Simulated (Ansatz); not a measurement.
CBP, `c1ccc2c(c1)c1ccccc1n2-c1ccc(-c2ccc(-n3c4ccccc4c4ccccc43)cc2)cc1`, relaxed as a singlet with RKS PBE-D4/def2-SVP in Ansatz, starting from the GFN2-xTB geometry. Force threshold 0.03 eV/Å.

Single mean-field runs in def2-SVP are fitted with def2-universal-jkfit.

Start:

```xyz
62

C     7.175    2.680    3.255
C     6.623    1.659    2.487
C     5.281    1.645    2.158
C     4.484    2.678    2.632
C     5.044    3.735    3.385
C     6.397    3.730    3.699
C     3.974    4.651    3.662
C     3.909    5.855    4.352
C     2.691    6.496    4.450
C     1.544    5.937    3.892
C     1.584    4.739    3.204
C     2.812    4.106    3.069
N     3.133    2.913    2.448
C     2.244    2.086    1.752
C     2.258    0.707    1.954
C     1.395   -0.108    1.249
C     0.467    0.434    0.365
C    -0.468   -0.435   -0.365
C    -1.837   -0.187   -0.335
C    -2.719   -1.013   -1.000
C    -2.243   -2.085   -1.754
N    -3.132   -2.912   -2.449
C    -3.094   -4.294   -2.482
C    -2.246   -5.179   -1.831
C    -2.440   -6.532   -2.035
C    -3.461   -7.008   -2.853
C    -4.332   -6.135   -3.474
C    -4.154   -4.771   -3.286
C    -4.864   -3.615   -3.756
C    -5.975   -3.450   -4.571
C    -6.407   -2.169   -4.850
C    -5.728   -1.063   -4.345
C    -4.618   -1.203   -3.534
C    -4.200   -2.489   -3.219
C    -0.872   -2.324   -1.805
C     0.001   -1.521   -1.099
C     0.441    1.813    0.183
C     1.334    2.630    0.848
H     8.228    2.651    3.495
H     7.258    0.859    2.138
H     4.875    0.859    1.541
H     6.825    4.535    4.277
H     4.798    6.274    4.799
H     2.618    7.438    4.973
H     0.600    6.450    4.001
H     0.682    4.309    2.799
H     2.936    0.281    2.678
H     1.414   -1.177    1.406
H    -2.211    0.646    0.244
H    -3.782   -0.842   -0.926
H    -1.464   -4.830   -1.174
H    -1.783   -7.237   -1.546
H    -3.575   -8.073   -2.992
H    -5.138   -6.499   -4.093
H    -6.485   -4.310   -4.977
H    -7.274   -2.017   -5.476
H    -6.075   -0.071   -4.593
H    -4.090   -0.335   -3.171
H    -0.494   -3.130   -2.416
H     1.063   -1.714   -1.138
H    -0.267    2.242   -0.512
H     1.340    3.693    0.658
```

(1) Estimate the energy that the relaxation releases and the steps that it takes.

(2) Does the start keep its bonding and symmetry?

(3) Predict the relaxed structure.

Results:

(1) 14.0 kcal/mol, in 14 steps; 68 s on 2 threads of AMD EPYC 7R13 on a shared host and a share (18 GiB) of an NVIDIA H100 80GB HBM3. The force fell under the threshold at step 4, but the optimiser went on and released 0.052 eV more. No frequencies were taken in this run, so the end may be a saddle point.

(2) By distances, no bond broke or formed. The bond that changes most is C17–C37, from 1.39 to 1.41 Å (atoms count from 1). Point group D2 at the start, D2 at the end, both within 0.05 Å.

(3) 
```xyz
62

C     7.342    3.253    2.538
C     6.780    2.280    1.680
C     5.393    2.096    1.592
C     4.575    2.910    2.393
C     5.125    3.911    3.250
C     6.521    4.074    3.320
C     4.007    4.582    3.882
C     3.906    5.623    4.823
C     2.638    6.028    5.256
C     1.474    5.396    4.765
C     1.545    4.357    3.827
C     2.819    3.966    3.382
N     3.177    2.955    2.482
C     2.278    2.119    1.779
C     2.430    0.718    1.816
C     1.544   -0.103    1.113
C     0.471    0.438    0.368
C    -0.471   -0.438   -0.368
C    -1.834   -0.090   -0.512
C    -2.728   -0.917   -1.197
C    -2.278   -2.119   -1.779
N    -3.177   -2.955   -2.481
C    -3.360   -4.326   -2.261
C    -2.760   -5.166   -1.308
C    -3.150   -6.512   -1.289
C    -4.117   -7.013   -2.189
C    -4.724   -6.168   -3.126
C    -4.352   -4.812   -3.167
C    -4.780   -3.681   -3.965
C    -5.702   -3.529   -5.017
C    -5.863   -2.268   -5.604
C    -5.103   -1.164   -5.157
C    -4.178   -1.287   -4.111
C    -4.034   -2.550   -3.513
C    -0.921   -2.477   -1.653
C    -0.039   -1.651   -0.950
C     0.328    1.844    0.349
C     1.219    2.676    1.034
H     8.435    3.368    2.584
H     7.443    1.655    1.064
H     4.965    1.347    0.912
H     6.957    4.841    3.977
H     4.813    6.106    5.215
H     2.544    6.843    5.990
H     0.487    5.720    5.129
H     0.635    3.861    3.462
H     3.234    0.277    2.422
H     1.661   -1.195    1.179
H    -2.211    0.829   -0.039
H    -3.792   -0.649   -1.265
H    -2.018   -4.782   -0.594
H    -2.695   -7.190   -0.551
H    -4.396   -8.076   -2.148
H    -5.487   -6.555   -3.819
H    -6.284   -4.392   -5.374
H    -6.582   -2.134   -6.426
H    -5.235   -0.185   -5.641
H    -3.582   -0.426   -3.780
H    -0.558   -3.397   -2.133
H     1.023   -1.934   -0.889
H    -0.473    2.300   -0.251
H     1.116    3.769    0.976
```
Bond lengths: 39 × C–C 1.40 to 1.48 Å; 6 × C–N 1.40 to 1.41 Å; 24 × C–H 1.10 Å.
